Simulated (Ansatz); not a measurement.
`C[NH][SnH3]` → `[CH2]` (triplet) + `[NH2][SnH3]` at 500 K and 1 bar (formal loss of a carbene).

Isolated molecules relaxed with PBE0-D4/def2-TZVP in Ansatz; ΔE leaves out vibrations. CBS: MP2 limit from def2 TZ/QZ plus the TZ coupled-cluster correction, frozen cores. This one scheme is used for every species. Triplets are unrestricted, without spin–orbit coupling. Elements past krypton have def2 core potentials. For Sn outer-core shells are correlated without core-valence functions, which leaves a few kJ/mol of doubt a bond.

```json
{"species": "`C[NH][SnH3]`", "CCSD(T)/CBS energy (Eh)": "-310.95876", "H − E (kJ/mol)": "234.1", "S (J/(mol·K))": "381.1"}
{"species": "`[CH2]` (triplet)", "CCSD(T)/CBS energy (Eh)": "-39.09499", "H − E (kJ/mol)": "62.7", "S (J/(mol·K))": "213.9"}
{"species": "`[NH2][SnH3]`", "CCSD(T)/CBS energy (Eh)": "-271.71442", "H − E (kJ/mol)": "151.0", "S (J/(mol·K))": "334.3"}
```

H − E and S are ideal-gas, rigid-rotor, harmonic terms from PBE0-D4/def2-TZVP, for one conformer and one mirror image of each species, with the whole ground term of open shells counted as degenerate. 1 Eh = 2625.50 kJ/mol, R = 8.31446 J/(mol·K).

**Question.** By hand: ΔE, ΔH, ΔS and ΔG.

**Answer.** ΔE = (-39.09499) + (-271.71442) − (-310.95876) = 0.14935 Eh = 392.1 kJ/mol. Δ(H − E) = 62.7 + 151.0 − 234.1 = -20.4, so ΔH = 371.7 kJ/mol. ΔS = 213.9 + 334.3 − 381.1 = 167.1 J/(mol·K). ΔG = 371.7 − 500 × (167.1)/1000 = 288.1 kJ/mol.

**Question.** By hand: the equilibrium constant, and the temperature at which ΔG would vanish if ΔH and ΔS stayed fixed.

**Answer.** log₁₀ K = −ΔG/(RT ln 10) = -30.1. ΔG = 0 at ΔH/ΔS = 2224 K.

The number of gas molecules changes by +1, which sets the sign of ΔS. A doubt of 5 kJ/mol in ΔE shifts log₁₀ K by 0.5 here. Other conformers and mirror images would add mixing entropy, several J/(mol·K) or more a flexible species. A triplet takes part, so the spin changes. These are equilibria of isolated gas molecules and say nothing of rates. Largest T1 diagnostic: 0.013 (customary marks: 0.02 for closed shells, 0.045 for open ones).
